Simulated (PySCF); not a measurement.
Match the calculated data to a structure.

All candidates are C5H6O3S.

- 13C NMR: chemical shifts (computed TMS as zero) by class: 167.6 (1 C), 148.0 (1 C), 142.3 (1 C), 88.6 (1 C), 40.4 (1 C) ppm [GIAO PBE0/pcSseg-1]
- NMR, other nuclei: isotropic shieldings of nuclei other than C and H, by class: -116 (1 O), 115 (1 O), 247 (1 O), 111 (1 S) ppm [GIAO PBE0/pcSseg-1]
- 1H NMR: chemical shifts (computed TMS as zero) by class: 8.23 (1 H), 7.00 (1 H), 6.59 (1 H), 4.73 (1 H), 3.45 (1 H), 3.14 (1 H) ppm [GIAO PBE0/pcSseg-1]
- Rotational structure: rotational constants A, B, C: 2.637, 1.369, 1.043 GHz [GFN2-xTB]
- Dipole: 4.62 D [PBE0/pcSseg-1]

The electronic properties come from PySCF, for the isolated species, density fitting. Levels stand in brackets. The structure is a single GFN2-xTB conformer in the gas phase; no vibrational or solvent corrections. NMR values are class means; diastereotopic atoms form classes of their own.

**Question.** Which candidate is it?
A. `O=COC1=C[S@@](=O)CC1`
B. `O=S(=O)(O)C1=CC=CC1`
C. `C[S@](=O)c1ccc(O)o1`
D. `O=CC1=CS(=O)(=O)CC1`
E. `O=CO[C@@H]1CC=C[S@@]1=O`

**Answer.** E. It is `O=CO[C@@H]1CC=C[S@@]1=O`. Numbering: `[O:1]=[CH:2][O:3][C@@H:4]1[CH2:5][CH:6]=[CH:7][S@@:8]1=[O:9]`. 5 carbons fall into 5 classes; from least to most shielded: ester carbonyl carbon [C2] (167.6 ppm), alkene CH carbon [C7] (148.0 ppm), alkene CH carbon [C6] (142.3 ppm), ring sp3 carbon bound to oxygen [C4] (88.6 ppm), allylic carbon [C5] (40.4 ppm). Hydrogen classes from least to most shielded: 1 H on an ester carbonyl carbon, C2 (8.23 ppm), 1 H on an alkene CH carbon, C7 (7.00 ppm), 1 H on an alkene CH carbon, C6 (6.59 ppm), 1 H on an sp3 carbon bound to oxygen, C4 (4.73 ppm), 1 H on an allylic carbon, C5 (3.45 ppm), 1 H on an allylic carbon, C5 (3.14 ppm). The other shieldings belong to: -116 ppm, ester carbonyl oxygen [O1]; 115 ppm, ester single-bonded oxygen [O3]; 247 ppm, sulfinyl oxygen [O9]; 111 ppm, sulfinyl sulfur [S8]. The optimised geometry has point group C1 and is an asymmetric top.

The others, at the same levels:
- `O=COC1=C[S@@](=O)CC1` fails: its computed 13C shifts are 166.3 (1 C), 162.4 (1 C), 131.5 (1 C), 52.3 (1 C), 36.8 (1 C) ppm, 1H shifts are 8.28 (1 H), 7.93 (1 H), 4.06 (1 H), 2.75 (1 H), 2.58 (1 H), 2.27 (1 H) ppm and rotational constant A is 3.021 GHz (against 2.637 GHz).
- `C[S@](=O)c1ccc(O)o1` fails: its computed 13C shifts are 167.7 (1 C), 153.2 (1 C), 120.7 (1 C), 88.1 (1 C), 52.3 (1 C) ppm, 1H shifts are 7.20 (1 H), 5.70 (1 H), 4.75 (1 H), 2.49 (3 H) ppm and rotational constant A is 3.421 GHz (against 2.637 GHz).
- `O=S(=O)(O)C1=CC=CC1` fails: its computed 13C shifts are 153.5 (1 C), 150.1 (1 C), 144.9 (1 C), 138.8 (1 C), 45.7 (1 C) ppm, 1H shifts are 7.29 (1 H), 7.12 (1 H), 6.84 (1 H), 4.70 (1 H), 3.51 (2 H) ppm and rotational constant A is 3.147 GHz (against 2.637 GHz).
- `O=CC1=CS(=O)(=O)CC1` fails: its computed 13C shifts are 193.6 (1 C), 156.9 (1 C), 150.7 (1 C), 57.2 (1 C), 24.7 (1 C) ppm, 1H shifts are 10.16 (1 H), 7.40 (1 H), 3.12 (2 H), 2.90 (2 H) ppm and rotational constant A is 3.556 GHz (against 2.637 GHz).

Each candidate is one conformer, not necessarily the lowest. The conformers computed, where there is a choice (atom-mapped SMILES and torsion angles):
- `[O:1]=[CH:2][O:3][C@@H:4]1[CH2:5][CH:6]=[CH:7][S@@:8]1=[O:9]`: O1–C2–O3–C4 3°, C2–O3–C4–C5 170°
- `[O:1]=[CH:2][O:3][C:4]1=[CH:5][S@@:6](=[O:7])[CH2:8][CH2:9]1`: O1–C2–O3–C4 1°, C2–O3–C4–C5 4°
- `[CH3:1][S@:2](=[O:3])[c:4]1[cH:5][cH:6][c:7]([OH:8])[o:9]1`: C1–S2–C4–C5 104°, H–O8–C7–C6 178°
- `[O:1]=[S:2](=[O:3])([OH:4])[C:5]1=[CH:6][CH:7]=[CH:8][CH2:9]1`: O1–S2–C5–C6 -144°, H–O4–S2–O1 135°

The conformers of `O=CC1=CS(=O)(=O)CC1` aren't listed.
